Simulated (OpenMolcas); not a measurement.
An atom or ion with 31 electrons was computed by SS-RASPT2, IPEA 0.25 Eh, imaginary shift 0.1 Eh with spin-orbit coupling (OpenMolcas, ANO-RCC-VQZP, DKH2). The lowest levels that the run gave, each within 12 % of the measured value where one is at hand:

| J | Parity | E (cm-1) | g |
| --- | --- | --- | --- |
| 1/2 | odd | 0.0 | 0.666 |
| 3/2 | odd | 7180 | 1.334 |
| 1/2 | even | 105080 | 2.665 |
| 3/2 | even | 107980 | 1.733 |
| 5/2 | even | 111830 | 1.596 |
| 3/2 | even | 139990 | 0.803 |
| 5/2 | even | 140680 | 1.206 |
| 1/2 | even | 170350 | 1.836 |
| 1/2 | even | 181600 | 0.838 |
| 3/2 | even | 185170 | 1.332 |

Which ion is it, and what are the configurations and terms?

Kr⁵⁺ (Z = 36, charge +5; active space 3 electrons in 9 orbitals (RAS2 4s 4p; RAS3 4d, at most 2 electrons)). J, parity and g give the terms where levels are pure, and mixed ones are named by the computed weights; the size of the splittings, set against known spectra of the 31-electron sequence, gives the charge. In order, with the measured energies in cm-1 (Saloman, J. Phys. Chem. Ref. Data 36, 215 (2007)): 4s2 4p 2P* 1/2, 4s2 4p 2P* 3/2 (8110), 4s 4p2 4P 1/2 (107836), 4s 4p2 4P 3/2 (111193), 4s 4p2 4P 5/2 (115479), 4s 4p2 2D 3/2 (141672), 4s 4p2 2D 5/2 (142727), 4s 4p2 2S 1/2 (170084), 4s 4p2 2P 1/2 (180339), 4s 4p2 2P 3/2 (183817).

Active for correlation alone: 4d; no level in the range computed is led by a configuration that fills it, so any true level of that kind is missing. Computed and measured levels are paired by configuration, term and J; levels that our copy of the source lacks, or whose pairing is in doubt (as where it misses far off the trend of its configuration), stay unpaired and out of the deviations. Levels of configurations outside the active space are missing.

* marks odd parity.
